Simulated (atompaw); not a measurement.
## Before and after: PAW (atompaw) potential for manganese (Mn)

```json
{"Element": "Mn (Z = 25)", "Generator": "atompaw 4.2.0.5", "Type": "PAW", "Functional": "LDA (PW92)", "Relativity": "scalar-relativistic", "Frozen core": "[Ar]", "Valence charge": "7", "Reference configuration": "3d5 4s1.5 4p0.5", "Partial waves": "4s (bound): rc 3.00 bohr; 4s channel at 0.5 Ry: rc 3.00 bohr; 4p (bound): rc 3.00 bohr; 4p channel at 0.65 Ry: rc 3.00 bohr; 3d (bound): rc 1.45 bohr; 3d channel at -0.2 Ry: rc 1.45 bohr", "Local potential": "troulliermartins scheme with l = 3 at 0 Ry, radius 2.65 bohr", "Core correction": "smooth core density matched at 1.85 bohr", "Augmentation charge": "sinc compensation charge, radius 2.65 bohr; PAW radius 3.00 bohr; waves and projectors: custom rrkj vanderbiltortho"}
```

All-electron outer shells of the reference configuration (LDA (PW92), scalar-relativistic, ld1.x):

```json
{"shell": "3s", "level (eV)": "-86.25", "outermost node (bohr)": "0.34", "outermost maximum (bohr)": "0.74"}
{"shell": "3p", "level (eV)": "-55.33", "outermost node (bohr)": "0.31", "outermost maximum (bohr)": "0.75"}
{"shell": "3d", "level (eV)": "-7.82", "outermost node (bohr)": "–", "outermost maximum (bohr)": "0.75"}
{"shell": "4s", "level (eV)": "-5.81", "outermost node (bohr)": "1.05", "outermost maximum (bohr)": "2.47"}
{"shell": "4p", "level (eV)": "-1.89", "outermost node (bohr)": "1.16", "outermost maximum (bohr)": "3.34"}
```

Change: local potential troulliermartins scheme with l = 3 at 0 Ry, radius 1.80 bohr.

Cutoffs: the cutoffs (Ry, on a coarse ladder) from which the occupation-weighted sum of valence levels, in a spherical-Bessel basis at the reference potential, stays within 10 and 1 mRy of its value at 400 Ry; they do not see the model core or the augmentation charge, which bear on the density cutoff.

What does the change do?

The potential gets harder (50 Ry and 80 Ry → 60 Ry and 80 Ry); a bound ghost appears in s, which as a rule spoils a file. A state that the projectors do not describe sees the local part alone, so a deeper or shallower local part can create or remove a ghost.

| quantity | base | changed |
| --- | --- | --- |
| cutoff, loose | 50 Ry | 60 Ry |
| cutoff, tight | 80 Ry | 80 Ry |
| bound ghosts | none | s |
| s: phases at 3.00 bohr within 0.05 rad from the reference energy up to (Ry; the scan ends near 5) | 2.1 | 3.1 |
| p: phases at 3.00 bohr within 0.05 rad from the reference energy up to (Ry; the scan ends near 5) | 3.0 | 2.6 |
| d: phases at 3.00 bohr within 0.05 rad from the reference energy up to (Ry; the scan ends near 5) | 4.6 | to the end of the scan |
| lowest overlap eigenvalue by channel | s 0.36, p 0.62, d 0.97 | s 0.15, p 0.47, d 0.90 |

 A true bound ghost makes a file unfit for plane-wave use even where its test errors are small: the radial tests pick states by their node count and pass the ghost by. The cutoffs see the waves, projectors and local potential, not the compensation charge or the core.
